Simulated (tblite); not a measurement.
Compound: C2H9PSi.
Structure used (GFN2-xTB), in Å, numbered top down from 1:
```xyz
13
C2H9PSi angstrom
C      0.0689    1.5965   -0.4213
Si     0.0229   -0.0257    0.5863
C     -1.4756   -1.0801    0.0705
P      1.8728   -1.2881    0.3011
H     -0.8272    2.1869   -0.2570
H      0.1425    1.3985   -1.4878
H      0.9224    2.2076   -0.1406
H     -0.0436    0.2923    2.0230
H     -1.4295   -1.3554   -0.9796
H     -1.5170   -1.9987    0.6479
H     -2.4060   -0.5452    0.2314
H      1.9122   -1.1510   -1.0752
H      2.7527   -0.2372    0.4837
```

All values are computed: GFN2-xTB (tblite) harmonic vibrations without scaling, gas phase. Against measured fundamentals such values can be off by several per cent, at times by over 20. Modes of hydrogen on phosphorus and silicon can be 10 to 20 % off. One conformer, not necessarily the lowest.

Harmonic wavenumbers (cm⁻¹): 70.6, 96.6, 112.2, 133.6, 158.9, 192.6, 446.3, 580.2, 597.8, 676.0, 680.4, 718.0, 750.5, 798.3, 827.5, 835.3, 844.9, 1148.3, 1363.9, 1367.8, 1476.9, 1479.6, 1481.1, 1484.5, 2166.6, 2295.2, 2383.6, 3027.1, 3033.8, 3036.0, 3042.6, 3045.4, 3049.8.

A = 5080, B = 2829, C = 2062 MHz; mass 92.021 u (most abundant isotopes); point group C1, symmetry number 1.

Question: Zero-point energy?

Answer: Half the sum of the wavenumbers: 21701 cm⁻¹ = 62.05 kcal/mol.

Question: Give the ideal-gas entropy at 273.15 K and 1 bar in the rigid-rotor, harmonic-oscillator model (classical rotation).

Answer: Translation 39.06, rotation 26.53, vibration 20.58: S = 86.2 cal/(mol K).

Question: And Cp and H(273.15 K) − H(0)?

Answer: Cp = 27.89 cal/(mol K), of which vibrations give 19.94 (their classical limit is 33 R = 65.6); H(273.15 K) − H(0) = 5.11 kcal/mol without the zero-point energy, 2.94 from vibrations.

Question: How do the functions run with temperature in this model?

Answer: 
```csv
T (K),S (cal/(mol K)),Cp (cal/(mol K)),H − H(0) (kcal/mol),G − H(0) (kcal/mol),ln q(vib)
150,72.1,20.0,2.17,-8.65,2.40
250,83.8,26.4,4.48,-16.46,4.48
298.15,88.7,29.5,5.82,-20.61,5.44
400,98.2,35.3,9.13,-30.14,7.38
600,114.3,44.1,17.12,-51.43,10.98
900,134.0,53.2,31.81,-88.77,15.86
```

q(vib) and H(0) count from the zero-point level.

Question: What must be added to the electronic energy to get the Gibbs energy at 273.15 K and 1 bar?

Answer: ZPE + [H(273.15 K) − H(0)] − T·S = 62.05 + 5.11 − 23.54 = 43.62 kcal/mol.

Hindered rotation and anharmonicity are outside this model. Other conformers, if any are populated, would add a mixing term that is left out. The structure is chiral; the term R ln 2 for an equal mix with its mirror image is left out.
